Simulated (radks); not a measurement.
Coherent X-ray form factor from a spherical all-electron density. All-electron calculation, non-relativistic Kohn-Sham, PBE, spin-polarised, spherical densities, point nucleus. Program: a radial shooting solver on a logarithmic mesh with Libxc functionals.

sin(theta)/lambda (1/angstrom)  f0 (electrons)
0.05                                    73.379
0.1                                     71.604
0.15                                    68.911
0.2                                     65.614
0.25                                    62.025
0.3                                     58.400
0.4                                     51.663
0.5                                     45.966
0.6                                     41.213
0.8                                     33.534
1                                       27.410
1.25                                    21.691
1.5                                     17.963
2                                       13.968

The species is in the configuration that NIST lists as its ground one. Which atom or ion scatters so?

Answer. The platinum ion Pt4+, [Xe] 4f14 5d6. Extrapolating in s^2 from the first two rows gives f0(0) = 74.0, near the electron count 74; among species with that count, the fall with angle is slower the higher Z, and the table is that of Z = 78; from so few rows the species is fixed only to a neighbour or two.
